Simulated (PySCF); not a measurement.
# How the method changes the shape and vibrations of BFHO anion

All numbers below are calculated, not measured. They come from PySCF 2.14.0, an open-source quantum chemistry program, on an isolated molecule that a program drew, which may never have been made. The molecule is BFHO anion (charge -1, singlet), drawn as the SMILES string `[O-]BF`.

The geometry was optimised and harmonic frequencies were computed with HF and MP2, all in the aug-cc-pVDZ basis, for the commonest isotopes, with a restricted reference for singlets and an unrestricted one otherwise, and a frozen core in MP2. Each result is a local minimum of its method.

Geometry at the HF minimum:
```xyz
4
BFHO anion, angstrom
O     1.9286    0.6961    1.4272
B     1.4882    0.0594    0.4303
F     2.2834   -0.3536   -0.6838
H     0.3289   -0.3214    0.2218
```

Lengths of the bonds as drawn, in Å (atoms numbered as above):
| bond | HF | MP2 |
|---|---|---|
| O1-B2 | 1.262 | 1.294 |
| B2-F3 | 1.430 | 1.471 |
| B2-H4 | 1.238 | 1.238 |

Rotational constants, in GHz:
| constant | HF | MP2 |
|---|---|---|
| A | 83.12 | 80.26 |
| B | 10.17 | 9.641 |
| C | 9.059 | 8.607 |

Harmonic frequencies in cm^-1, each column in rising order, so a row needn't be the same motion in every method:
| rank | HF | MP2 |
|---|---|---|
| 1 | 565 | 505 |
| 2 | 916 | 827 |
| 3 | 971 | 876 |
| 4 | 1175 | ? |
| 5 | 1653 | 1498 |
| 6 | 2394 | 2394 |

**Estimate the missing MP2 frequency from the HF column.**

A single factor s that minimises the squared misfit of MP2 against s times HF over the other rows is sum(HF x MP2) / sum(HF^2) = 0.9561, with an rms misfit of 70 cm^-1. For rank 4 it gives 0.9561 x 1175 = 1123 cm^-1. The calculation gives 1090 cm^-1, 33 cm^-1 below the estimate. The drawn bonds are on average 1.8 % longer in MP2 than in HF.
